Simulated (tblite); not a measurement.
Compound: C₅H₉FS.
Atom-mapped SMILES: `[CH3:1][CH2:2][CH2:3][C@:4]1([F:5])[CH2:6][S:7]1` (hydrogens: H8, H9, H10 on C1; H11, H12 on C2; H13, H14 on C3; H15, H16 on C6)

Computed with GFN2-xTB (tblite), gas phase: nudged elastic band of 9 images (0 to 8), spring 0.2 eV/Å², climbing image at the end, force threshold 0.05 eV/Å. No saddle search or frequency run followed, so the top image need not be a first-order saddle, and its height can exceed the method's true barrier by a kcal/mol or more.

The band describes a rotation about C3–C4 (chain CH2 carbon, sp3 C–F carbon), followed by the dihedral C2–C3–C4–C6, from the optimised start (-87°) to a second optimised geometry at 23°.

Problem. Give the energy profile along the converged band.

Solution. 
| image | dihedral (°) | E (kcal/mol) | C3–C4 (Å) | C2···C6 (Å) | largest true force (eV/Å) |
| --- | --- | --- | --- | --- | --- |
| 0 | -87 | 0.00 | 1.506 | 3.43 | 0.01 |
| 1 | -76 | 0.37 | 1.506 | 3.36 | 0.04 |
| 2 | -65 | 1.37 | 1.508 | 3.32 | 0.07 |
| 3 | -53 | 2.75 | 1.512 | 3.27 | 0.08 |
| 4 | -37 | 3.84 | 1.516 | 3.21 | 0.04 |
| 5 | -22 | 3.79 | 1.517 | 3.16 | 0.04 |
| 6 | -5 | 2.88 | 1.516 | 3.11 | 0.05 |
| 7 | 13 | 2.06 | 1.512 | 3.09 | 0.02 |
| 8 | 23 | 1.93 | 1.511 | 3.13 | 0.01 |

Barriers of this band. The top is image 4 at -37°: 3.84 kcal/mol forward and 1.91 kcal/mol back; the end lies 1.93 kcal/mol above the start. The central bond is 0.010 Å longer at the top than at the start.

Problem. What rate follows at 298 K for crossing this barrier forward?

Solution. Taking the electronic barrier for the free energy of activation (no zero-point or entropy terms, transmission 1), rate = (kT/h)·exp(−ΔE/kT) ≈ 1 × 10^10 s⁻¹, whose inverse is 1 × 10^-10 s. An error of 1 kcal/mol in the barrier changes this by a factor of 5, and the method and the loose band can each miss by that much or more.

Problem. How would the two end points share their population at 298 K, from these energies alone?

Solution. exp(−ΔE/kT) with ΔE = 0.084 eV gives 0.038 for the higher one (end) against 1 for the lower, without vibrational, rotational or degeneracy terms.

Problem. How long is the path, and how are the images spaced?

Solution. Cartesian distances between aligned neighbours (all atoms, Å): 0.61, 0.63, 0.69, 0.78, 0.63, 0.71, 0.70, 0.69; the sum is 5.46 Å, and the top lies 50 % of the way along.

The cost below is that of the whole band run. Time: 3.0 s; peak memory 0.18 GiB. Hardware: Arm Neoverse V1, one thread (shared host).
